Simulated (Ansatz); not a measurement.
Basis-set extrapolation for AlFH₅NSi₂ (`N[Si@@H]1[AlH][Si@H]1F`) (PBE0-D4/def2-TZVP geometry, frozen core, the Gaussian-basis code of Ansatz). Multiplicity 1, RHF reference.

```tsv
	def2-TZVPP	def2-QZVPP
HF	-976.698398	-976.730553
MP2 correlation	-0.785059	-0.849374
CCSD(T) correlation	-0.861446	not run
```

Energies in hartree. Use E(X) = E(∞) + A·exp(−7.88·√X) for Hartree–Fock and E(X) = E(∞) + B·X^(−2.97) for correlation, with X = 3 and 4, and add CCSD(T) minus MP2 of the smaller set to the MP2 limit.

Task: What is the CCSD(T) energy at the basis-set limit?

Result: HF limit: -976.730553 + (-0.032155) × 0.13774 = -976.73498. MP2 limit: -0.849374 + (-0.064315) × 0.74074 = -0.89701. Higher-order term: -0.861446 − (-0.785059) = -0.07639. Total: -977.70838 hartree, 390.0 kJ/mol below CCSD(T)/def2-TZVPP.
